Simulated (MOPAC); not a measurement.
Input file for MOPAC: PM6 on H4N2OSi (a complex), monomers drawn apart or pushed together.

```
PM6 1SCF PRECISE CHARGE=0 THREADS=1
H4N2OSi

N      0.50565064 1     0.47640010 1    -1.19338060 1
N      0.49268073 1     0.56277065 1    -0.10672647 1
O      0.43087867 1     0.77877223 1     2.86321203 1
Si    -0.33216359 1    -0.51168793 1     3.55122969 1
H      0.50750989 1     0.80298990 1     1.90535165 1
H     -1.73917389 1    -0.62832093 1     3.09094971 1
H     -0.30266207 1    -0.27794903 1     5.00863427 1
H      0.35456403 1    -1.78977520 1     3.23502382 1
```

Program output:

```
*******************************************************************************
 **                                                                           **
 **                              MOPAC v23.2.5                                **
 **                                                                           **
 *******************************************************************************
 ** MOPAC's Digital Object Identifier: https://doi.org/10.5281/zenodo.6511958 **
 **                                                                           **
 ** Please cite the open-source release paper for use of this MOPAC version:  **
 ** J. E. Moussa and J. J. P. Stewart (2026)                                  **
 ** MOPAC: An open-source semiempirical molecular orbital program             **
 ** J. Open Source Softw., 11(119), 8025, https://doi.org/10.21105/joss.08025 **
 *******************************************************************************

                              PM6 CALCULATION RESULTS

 *******************************************************************************
 *  PM6        - The PM6 Hamiltonian to be used
 *
 *
 *
 *                 CHARGE ON SYSTEM = 0
 *
 *
 *
 *  PRECISE    - TIGHTER CRITERIA TO BE USED
 *  1SCF       - DO 1 SCF AND THEN STOP
 *  THREADS=1  - MULTI-THREADING NOT USED
 *  T=         - A TIME OF 172800.0 SECONDS REQUESTED
 *  DUMP=N     - RESTART FILE WRITTEN EVERY 7200.0 SECONDS REQUESTED
 *******************************************************************************
PM6 1SCF PRECISE CHARGE=0 THREADS=1
 H4N2OSi

   ATOM   CHEMICAL          X               Y               Z
  NUMBER   SYMBOL      (ANGSTROMS)     (ANGSTROMS)     (ANGSTROMS)

     1       N          0.50565064  *   0.47640010  *  -1.19338060  *
     2       N          0.49268073  *   0.56277065  *  -0.10672647  *
     3       O          0.43087867  *   0.77877223  *   2.86321203  *
     4      Si         -0.33216359  *  -0.51168793  *   3.55122969  *
     5       H          0.50750989  *   0.80298990  *   1.90535165  *
     6       H         -1.73917389  *  -0.62832093  *   3.09094971  *
     7       H         -0.30266207  *  -0.27794903  *   5.00863427  *
     8       H          0.35456403  *  -1.78977520  *   3.23502382  *



          CARTESIAN COORDINATES

    NO.       ATOM           X           Y           Z

     1         N          0.5057      0.4764     -1.1934
     2         N          0.4927      0.5628     -0.1067
     3         O          0.4309      0.7788      2.8632
     4        Si         -0.3322     -0.5117      3.5512
     5         H          0.5075      0.8030      1.9054
     6         H         -1.7392     -0.6283      3.0909
     7         H         -0.3027     -0.2779      5.0086
     8         H          0.3546     -1.7898      3.2350

 General Reference for PM6:
 "Optimization of Parameters for Semiempirical Methods V: Modification of NDDO Approximations
 and Application to 70 Elements", J. J. P. Stewart, J. Mol. Mod., 13, 1173-1213 (2007)
 URL: https://link.springer.com/article/10.1007/s00894-007-0233-4

           Empirical Formula: H4 N2 O Si  =     8 atoms



      MOLECULAR POINT GROUP   :   Cs


      RHF CALCULATION, NO. OF DOUBLY OCCUPIED LEVELS = 12


 -------------------------------------------------------------------------------
 PM6 1SCF PRECISE CHARGE=0 THREADS=1
 H4N2OSi



     1SCF WAS SPECIFIED, SO BFGS WAS NOT USED
     SCF FIELD WAS ACHIEVED


                              PM6 CALCULATION
                                                       MOPAC v23.2.5 Linux




          FINAL HEAT OF FORMATION =        -23.83907 KCAL/MOL =     -99.74268 KJ/MOL


          COSMO AREA              =        128.09 SQUARE ANGSTROMS
          COSMO VOLUME            =        111.26 CUBIC ANGSTROMS

          IONIZATION POTENTIAL    =         11.052761 EV
          HOMO LUMO ENERGIES (EV) =        -11.053 -0.369
          NO. OF FILLED LEVELS    =         12
          MOLECULAR WEIGHT        =         76.1299         POINT GROUP:  Cs

          MOLECULAR DIMENSIONS (Angstroms)

            Atom       Atom       Distance
            H     7    N     1     6.29979
            O     3    H     6     2.50809
            H     8    O     3     2.10487


          SCF CALCULATIONS        =          1





   ATOM   CHEMICAL          X               Y               Z
  NUMBER   SYMBOL      (ANGSTROMS)     (ANGSTROMS)     (ANGSTROMS)

     1       N          0.50565064  *   0.47640010  *  -1.19338060  *
     2       N          0.49268073  *   0.56277065  *  -0.10672647  *
     3       O          0.43087867  *   0.77877223  *   2.86321203  *
     4      Si         -0.33216359  *  -0.51168793  *   3.55122969  *
     5       H          0.50750989  *   0.80298990  *   1.90535165  *
     6       H         -1.73917389  *  -0.62832093  *   3.09094971  *
     7       H         -0.30266207  *  -0.27794903  *   5.00863427  *
     8       H          0.35456403  *  -1.78977520  *   3.23502382  *

                             CARTESIAN COORDINATES

   1    N        0.505650640     0.476400100    -1.193380600
   2    N        0.492680730     0.562770650    -0.106726470
   3    O        0.430878670     0.778772230     2.863212030
   4   Si       -0.332163590    -0.511687930     3.551229690
   5    H        0.507509890     0.802989900     1.905351650
   6    H       -1.739173890    -0.628320930     3.090949710
   7    H       -0.302662070    -0.277949030     5.008634270
   8    H        0.354564030    -1.789775200     3.235023820


           Empirical Formula: H4 N2 O Si  =     8 atoms



      MOLECULAR POINT GROUP   :   Cs


                  EIGENVALUES
 -38.84536 -29.91878 -19.91262 -19.14030 -17.51775 -17.51705 -16.68012 -13.64099
 -13.39853 -13.26924 -11.08467 -11.05276  -0.36860  -0.36341   0.01723   0.88674
   1.00695   1.65194   2.11461   2.72217   3.03263   4.69250   4.70330   4.92236
   5.68836


              NET ATOMIC CHARGES AND DIPOLE CONTRIBUTIONS

  ATOM NO.   TYPE          CHARGE      No. of ELECS.   s-Pop       p-Pop       d-Pop
    1          N           0.044313        4.9557     1.78941     3.16628
    2          N          -0.032969        5.0330     1.77818     3.25479
    3          O          -0.597741        6.5977     1.66559     4.93215
    4         Si           0.271838        3.7282     1.16496     1.66998     0.89322
    5          H           0.367226        0.6328     0.63277
    6          H          -0.022742        1.0227     1.02274
    7          H          -0.007265        1.0073     1.00726
    8          H          -0.022660        1.0227     1.02266
 DIPOLE           X         Y         Z       TOTAL
 POINT-CHG.    -0.584    -1.202    -1.325     1.882
 HYBRID         0.479     0.770    -0.764     1.186
 SUM           -0.105    -0.432    -2.088     2.135


          ATOMIC ORBITAL ELECTRON POPULATIONS

     Atom    s        px        py        pz      x^2-y^2     xz        z^2       yz        xy
    1  N   1.78941   0.98375   0.98507   1.19747
    2  N   1.77818   1.01631   1.01766   1.22082
    3  O   1.66559   1.78607   1.73909   1.40699
    4 Si   1.16496   0.60307   0.46280   0.60411   0.25634   0.08415   0.27525   0.10651   0.17097
    5  H   0.63277
    6  H   1.02274
    7  H   1.00726
    8  H   1.02266

 **********************
 *                    *
 * JOB ENDED NORMALLY *
 *                    *
 **********************




 == MOPAC DONE ==
```

The run finished.

Cost: very roughly 0.020 core-seconds.
